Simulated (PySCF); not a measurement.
Compound: C₈H₁₀.
Atom-mapped SMILES: `[CH:1]#[C:2][C@@H:3]1[CH:4]=[CH:5][CH2:6][CH2:7][CH2:8]1` (hydrogens: H9 on C1; H10 on C3; H11 on C4; H12 on C5; H13, H14 on C6; H15, H16 on C7; H17, H18 on C8)

Computed geometry: GFN2-xTB, gas phase.

(1) List the bond lengths, angles and torsions at this level.

Answers

(1) 
| bond | length (bohr) | order |
| --- | --- | --- |
| C1≡C2 | 2.261 | triple |
| C2–C3 | 2.750 | single |
| C3–C4 | 2.847 | single |
| C4=C5 | 2.498 | double |
| C5–C6 | 2.829 | single |
| C6–C7 | 2.884 | single |
| C7–C8 | 2.881 | single |
| C3–C8 | 2.900 | single |
| C1–H9 | 1.982 | single |
| C3–H10 | 2.076 | single |
| C4–H11 | 2.043 | single |
| C5–H12 | 2.045 | single |
| C6–H13 | 2.065 | single |
| C6–H14 | 2.071 | single |
| C7–H15 | 2.064 | single |
| C7–H16 | 2.064 | single |
| C8–H17 | 2.064 | single |
| C8–H18 | 2.064 | single |

Orders are formal, as drawn. A selection of angles:
| angle | degrees |
| --- | --- |
| C2–C1–H9 | 179.3 |
| C1–C2–C3 | 178.9 |
| C2–C3–C4 | 109.0 |
| C2–C3–C8 | 110.6 |
| C2–C3–H10 | 107.6 |
| C4–C3–C8 | 111.0 |
| C4–C3–H10 | 109.1 |
| C8–C3–H10 | 109.5 |
| C3–C4–C5 | 123.4 |
| C3–C4–H11 | 115.7 |
| C5–C4–H11 | 120.9 |
| C4–C5–C6 | 123.8 |
| C4–C5–H12 | 120.2 |
| C6–C5–H12 | 116.0 |
| C5–C6–C7 | 111.3 |
| C5–C6–H13 | 109.5 |
| C5–C6–H14 | 108.8 |
| C7–C6–H13 | 110.3 |
| C7–C6–H14 | 109.9 |
| H13–C6–H14 | 106.9 |
| C6–C7–C8 | 109.7 |
| C6–C7–H15 | 110.1 |
| C6–C7–H16 | 109.5 |
| C8–C7–H15 | 110.4 |
| C8–C7–H16 | 108.8 |
| H15–C7–H16 | 108.2 |
| C7–C8–H17 | 110.5 |
| C7–C8–H18 | 109.5 |
| C3–C8–C7 | 109.8 |
| C3–C8–H17 | 109.7 |
| C3–C8–H18 | 109.0 |
| H17–C8–H18 | 108.3 |

Torsions: C2–C3–C4–C5 -106° (anticlinal); C3–C4–C5–C6 0° (synperiplanar); C4–C5–C6–C7 16° (synperiplanar); C5–C6–C7–C8 -47° (synclinal); C6–C7–C8–C3 64° (synclinal); C2–C3–C8–C7 74° (synclinal).

The 6-membered ring C3–C4–C5–C6–C7–C8 has internal angles of 109.7° to 123.8°; it is puckered, 0.21 Å rms from its mean plane, widest ring torsion 64°. Of the pairs four or more bonds apart, C2···H16 is among the closest relative to their van der Waals radii: 2.70 Å, 93 % of the sum of Bondi's values. The 8 C–C bonds span 1.197 Å (C1≡C2, drawn triple) to 1.534 Å (C3–C8, drawn single), a spread of 0.337 Å.

Point group: C1 (no symmetry element, even within 0.4 Å). Stationary, but not proved a minimum. One conformer, not necessarily the lowest.
